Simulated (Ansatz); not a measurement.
Basis sets compared for NiBr2(PH3)2 (NiP₂H₆Br₂). Total charge 0; singlet. Geometry PBE-D4/def2-SVP. Ansatz on 4 threads of Intel Xeon Platinum 8488C on a shared host; times are rough, and most runs start from earlier orbitals.

Cartesian coordinates in Å:
```
Ni -0.0456 0.0726 -0.0558
Br -1.8430 0.8086 1.1896
Br 1.7914 -0.7519 -1.2038
P 1.2756 1.5109 0.8719
H 2.1572 2.2725 0.0422
H 2.2528 0.9714 1.7675
H 0.7509 2.5507 1.7043
P -1.2973 -1.4693 -0.9132
H -2.6896 -1.2271 -1.1304
H -1.4140 -2.6543 -0.1175
H -0.9386 -2.0841 -2.1547
```

The 6-31G sets use Cartesian d functions. B3LYP takes the VWN-RPA correlation.

Binding counts from free atoms (Ni triplet, Br doublet, P quartet, H doublet) in the same basis, without a counterpoise term.

```csv
level,functions,energy (Eh),HOMO (eV),LUMO (eV),binding per atom (eV),wall time
PBE-D4/def2-SVP,161,-7340.7041,-4.62,-3.31,2.80,1.6 s
PBE-D4/def2-TZVP,251,-7341.8052,-5.15,-3.66,2.77,2.7 s
r2SCAN-D4/def2-TZVP (with forces),251,-7343.0288,-5.45,-3.59,2.75,6.5 s
B3LYP-D4/6-31G,125,-7342.0922,-6.20,-2.20,2.41,2.6 s
B3LYP-D4/def2-TZVP,251,-7343.2705,-6.65,-2.82,2.69,6.5 s
PBE0-D4/def2-SVP,161,-7340.9284,-6.63,-2.16,2.66,3.1 s
PBE0-D4/def2-TZVP,251,-7342.0144,-6.96,-2.55,2.66,8 s
```

**Question.** Estimate the rows for PBE-D4/def2-TZVPD, r2SCAN-D4/def2-TZVPD, PBE0-D4/def2-TZVPD.

**Answer.** 
| level | functions | energy (Eh) | HOMO (eV) | LUMO (eV) | binding per atom (eV) | wall time |
| --- | --- | --- | --- | --- | --- | --- |
| PBE-D4/def2-TZVPD | 302 | -7341.8084 | -5.21 | -3.73 | 2.78 | 3.5 s |
| r2SCAN-D4/def2-TZVPD | 302 | -7343.0312 | -5.49 | -3.63 | 2.76 | 8 s |
| PBE0-D4/def2-TZVPD | 302 | -7342.0169 | -7.00 | -2.61 | 2.66 | 9 s |
